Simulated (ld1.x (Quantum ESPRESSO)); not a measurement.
Reading a pseudo-wave (ruthenium)

Columns: radius, all-electron u(r) and pseudo u(r) of the 4p shell (level -54.03 eV) of ruthenium in the configuration [Ar] 3d10 4s2 4p6 4d7 5s0 5p0; LDA (PZ), scalar-relativistic, TM scheme, ld1.x (Quantum ESPRESSO) 7.5.

```
r (bohr)  all-electron  pseudo
   0.110        0.2644  0.0332
   0.220       -0.4134  0.1283
   0.330       -0.5458  0.2727
   0.440       -0.2040  0.4470
   0.550        0.2586  0.6283
   0.660        0.6488  0.7931
   0.770        0.9067  0.9217
   0.880        1.0376  1.0016
   0.990        1.0705  1.0287
   1.100        1.0370  1.0074
   1.210        0.9638  0.9482
   1.320        0.8704  0.8643
   1.430        0.7702  0.7685
   1.540        0.6712  0.6709
   1.650        0.5782  0.5782
   1.760        0.4937  0.4937
   1.870        0.4187  0.4187
   1.980        0.3530  0.3530
   2.090        0.2963  0.2963
   2.200        0.2477  0.2477
   2.310        0.2065  0.2065
   2.420        0.1716  0.1716
   2.530        0.1423  0.1423
   2.640        0.1178  0.1178
   2.750        0.0973  0.0973
   2.860        0.0802  0.0802
```

Problem. How many radial nodes do the two functions have?

Solution. The all-electron 4p function has n − l − 1 = 2; the pseudo-wave has 0, since the states of the same l below it are removed with the core.

Problem. At about which radius was the pseudo-wave matched?

Solution. 1.75 bohr. The columns agree to 0.0005 from 1.54 bohr on; several derivatives are matched, so the curves merge somewhat inside the radius.

Problem. Is the pseudo-wave norm-conserving?

Solution. Yes: the TM scheme keeps the norm inside the radius equal to the all-electron one, which fixes the energy derivative of the logarithmic derivative at the level.
